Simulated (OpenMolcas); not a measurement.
A run on Tc3+ among 4 point charges of -1.3 e arranged as a tetrahedron (Td), 1.89 Å from the ion.
```
   1.0912    1.0912    1.0912  -1.30
   1.0912   -1.0912   -1.0912  -1.30
  -1.0912    1.0912   -1.0912  -1.30
  -1.0912   -1.0912    1.0912  -1.30
```

| Quantity | Value |
| --- | --- |
| Program | OpenMolcas 26.06 |
| Method | CASSCF |
| Basis | ANO-RCC-VTZP [7s6p4d2f1g] |
| Scalar Hamiltonian | DKH2, point nucleus |
| Active space | 4 electrons in 5 orbitals (4d) |
| State averaging | 2S+1 = 5 even, 5 roots; 2S+1 = 3 even, 45 roots; 2S+1 = 1 even, 50 roots |
| Spin-orbit coupling | RASSI with atomic mean-field integrals over the reference wave functions |

68 basis functions. Blocks (2S+1, parity, CSFs, roots kept): 5, even, 5, 5; 3, even, 45, 45; 1, even, 50, 50.

Question: How long do the RASSCF and RASSI steps take on 1 thread of Arm Neoverse V1, with other jobs on the host?

Answer: About 37 s of wall time, without the integral step.
